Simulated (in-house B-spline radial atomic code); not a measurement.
# RPA and G0W0 on r2SCAN0: Cd⁺

Configuration [Kr] 4d10 5s1, highest spin, mean-field start r2SCAN0. Computed with a B-spline radial code for spherical atoms: all electrons, non-relativistic, point nucleus, each spin shell either full or empty, empty states to l = 9 with an (l + 1/2)⁻⁴ tail; G0W0 by contour deformation at full frequency.

Without relativity these are model numbers: it shifts the levels of so heavy an element strongly and can reorder them.

Command:
```bash
python run_gw.py task.json out
```
Settings (radii: box in bohr, nucleus in fm):
```
Z                        48
electrons                47
configuration            [Kr] 4d10 5s1
hamiltonian              nr
method                   r2scan0
lmax                     9
spin_polarised           True
box_radius               23.78
intervals                55
ion_configuration        [Kr] 4d10
```

Time taken, with all properties: 10 s on 1 thread of Arm Neoverse N1, on a shared host.

Energies (hartree):

```csv
term,value
mean-field total,-5467.28506
Hartree-Fock functional on these orbitals,-5464.86770
direct second order,-3.9892
second-order exchange,1.1067
SOSEX correction,1.0261
```

Question: What is the RPA correlation energy, and what remains with SOSEX?

Answer: RPA gives -3.4945 hartree (-2.02 eV per electron); RPA + SOSEX gives -2.4684, and the second-order doubles -2.8825 hartree (no singles). RPA lacks exchange-type terms and so overcorrelates at short range.

Quasi-particle levels (eV):

```json
{"level": "5s up", "occupied": "yes", "mean field": "-13.686", "Σx - vxc": "-1.34", "Σc": "?", "QP weight": "?", "G0W0": "?"}
{"level": "4d down", "occupied": "yes", "mean field": "-23.570", "Σx - vxc": "-5.28", "Σc": "0.95", "QP weight": "0.890", "G0W0": "-27.905"}
{"level": "5s down", "occupied": "no", "mean field": "-10.176", "Σx - vxc": "3.91", "Σc": "-2.19", "QP weight": "0.933", "G0W0": "-8.461"}
```

G0W0 = mean field + (Σx - vxc) + Σc, with Σc (partial-wave tail included) taken at the quasi-particle energy. Only the outer levels were computed. Levels of low weight are left out.

Question: Where does G0W0 put 5s up?

Answer: At -16.534 eV, with Σc = -1.51 eV and a quasi-particle weight of 0.951. The tabulated removal energy is 16.908 eV (NIST, measured); the calculation leaves out relativity, Breit and QED terms, and what these don't explain is the method's own error.

Question: What does it cost to remove one electron (to [Kr] 4d10) by differences of total energies, each species on its own start (correlation terms add to the Hartree-Fock functional)?

Answer: r2SCAN0 16.072 eV, Hartree-Fock functional 14.766 eV, + RPA 16.439 eV, + RPA + SOSEX 15.836 eV, + second order 16.700 eV. Tabulated: 16.908 eV (NIST, measured); the calculation leaves out relativity, Breit and QED terms, and what these don't explain is the method's own error.
